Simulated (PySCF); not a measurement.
Compound: [MoO3(OH)]- (charge -1 and singlet state).
Bonds: Mo1–O2, Mo1–O3, Mo1–O4, Mo1–O5. Hydrogens: H6 on O5.

Computed by this run: PySCF 2.14.0, PBE0-D3(BJ)/def2-SVP geometry optimisation, gas phase, def2 core potentials past Kr; density fitting, grid level 1; the optimiser is geomeTRIC in internal coordinates, started from a GFN2-xTB structure with every atom displaced at random (about 0.03 Å).

Step 5: E = -10051.0249 eV
```
atom  x, y, z in Å  |  force x, y, z in eV/Å
Mo1     0.1890    0.2946    0.2815   -0.012  -0.017   0.045
O2      0.1603    0.2487    1.9980    0.002   0.000  -0.028
O3      1.8026    0.2960   -0.3078    0.017   0.006  -0.012
O4     -0.6335    1.6802   -0.3174   -0.016   0.010   0.000
O5     -0.7069   -1.2927   -0.3812    0.004   0.010  -0.002
H6     -0.7483   -1.3229   -1.3424    0.005  -0.009  -0.003
```

Step 6: E = -10051.0250 eV
```
atom  x, y, z in Å  |  force x, y, z in eV/Å
Mo1     0.1871    0.2975    0.2801   -0.003  -0.040   0.116
O2      0.1597    0.2449    1.9975   -0.002   0.013  -0.076
O3      1.7998    0.2975   -0.3097    0.043   0.000  -0.021
O4     -0.6292    1.6883   -0.3137   -0.041   0.026  -0.009
O5     -0.7095   -1.2890   -0.3815   -0.009  -0.001   0.001
H6     -0.7447   -1.3352   -1.3420    0.012   0.002  -0.012
```

Question: Estimate the geometry and energy of step 7. (The exact step hangs on the optimiser's Hessian estimate; all steps are aligned on step 6, rigid shifts and turns removed.)

Answer: E = -10051.0251 eV, largest force 0.144 eV/Å
```
atom  x, y, z in Å  |  force x, y, z in eV/Å
Mo1     0.1851    0.3003    0.2791    0.010  -0.044   0.137
O2      0.1592    0.2421    1.9967   -0.005   0.020  -0.090
O3      1.7971    0.2975   -0.3125    0.050  -0.003  -0.021
O4     -0.6260    1.6965   -0.3084   -0.049   0.031  -0.015
O5     -0.7138   -1.2840   -0.3824   -0.023  -0.017   0.007
H6     -0.7385   -1.3484   -1.3418    0.017   0.014  -0.017
```

The energy changes by -0.0001 eV. The first-order estimate −F·Δx gives +0.0001 eV and the mean of the old and new forces, exact on a quadratic surface, +0.0003 eV. The step makes an angle of 93° with the force vector and moves no atom by more than 0.015 Å.

What follows is the cost of the whole optimisation. Time: 44 s of wall time; peak memory 0.35 GiB. Hardware: one thread, Arm Neoverse V2 (aarch64), shared host.
